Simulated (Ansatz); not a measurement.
Consider the substitution at a C–Ge bond: `N=[C]([SiH3])[GeH3]` + `BS` → `BSC(=N)[SiH3]` + GeH₄.

Computed with Ansatz on PBE0-D4/def2-TZVP structures; ΔE is electronic, products minus reactants. CBS: MP2 limit from def2 TZ/QZ plus the TZ coupled-cluster correction, frozen cores. This one scheme is used for every species. DFT in def2-TZVPP. B3LYP here is the variant with VWN-RPA as its local correlation; programs differ in this. For Ge outer-core shells are correlated without core-valence functions, which leaves a few kJ/mol of doubt a bond. Scalar relativity is left out up to krypton. One conformer a species, not always the lowest.

```json
{"level": "PBE-D4", "ΔE (kcal/mol)": "-2.8", "difference from CCSD(T)/CBS": "-2.4"}
{"level": "r2SCAN-D4", "ΔE (kcal/mol)": "-2.8", "difference from CCSD(T)/CBS": "-2.4"}
{"level": "PBE0-D4", "ΔE (kcal/mol)": "-2.2", "difference from CCSD(T)/CBS": "-1.8"}
{"level": "ωB97X-V", "ΔE (kcal/mol)": "-1.0", "difference from CCSD(T)/CBS": "-0.6"}
{"level": "ωB97M-V", "ΔE (kcal/mol)": "-1.0", "difference from CCSD(T)/CBS": "-0.6"}
{"level": "B2PLYP", "ΔE (kcal/mol)": "-0.8", "difference from CCSD(T)/CBS": "-0.4"}
{"level": "PBE", "ΔE (kcal/mol)": "-2.1", "difference from CCSD(T)/CBS": "-1.7"}
{"level": "r2SCAN", "ΔE (kcal/mol)": "-2.7", "difference from CCSD(T)/CBS": "-2.3"}
{"level": "B3LYP", "ΔE (kcal/mol)": "-0.6", "difference from CCSD(T)/CBS": "-0.2"}
{"level": "HF/def2-TZVPP", "ΔE (kcal/mol)": "1.2", "difference from CCSD(T)/CBS": "1.6"}
{"level": "SCS-MP2/def2-TZVPP", "ΔE (kcal/mol)": "-0.3", "difference from CCSD(T)/CBS": "0.1"}
{"level": "CCSD/def2-TZVPP", "ΔE (kcal/mol)": "0.8", "difference from CCSD(T)/CBS": "1.2"}
{"level": "CCSD(T)/def2-TZVPP", "ΔE (kcal/mol)": "0.0", "difference from CCSD(T)/CBS": "0.4"}
{"level": "HF/def2-QZVPP", "ΔE (kcal/mol)": "1.0", "difference from CCSD(T)/CBS": "1.4"}
{"level": "MP2/CBS(def2)", "ΔE (kcal/mol)": "-1.3", "difference from CCSD(T)/CBS": "-0.9"}
{"level": "CCSD/CBS(def2)", "ΔE (kcal/mol)": "0.5", "difference from CCSD(T)/CBS": "0.9"}
{"level": "CCSD(T)/CBS", "ΔE (kcal/mol)": "-0.4", "difference from CCSD(T)/CBS": "0"}
```

Largest T1 diagnostic among the species: 0.015.

The D4 term adds −1.1 kcal/mol with B3LYP and −0.6 kcal/mol with PBE0; it sums over pairs of atoms, weighted by their polarisabilities, and B3LYP, whose exchange is more repulsive, gets the larger term. In def2-TZVPP, CCSD(T) changes the Hartree–Fock value by −1.2 kcal/mol (the triples alone add −0.8 kcal/mol) and MP2 by −2.2 kcal/mol.
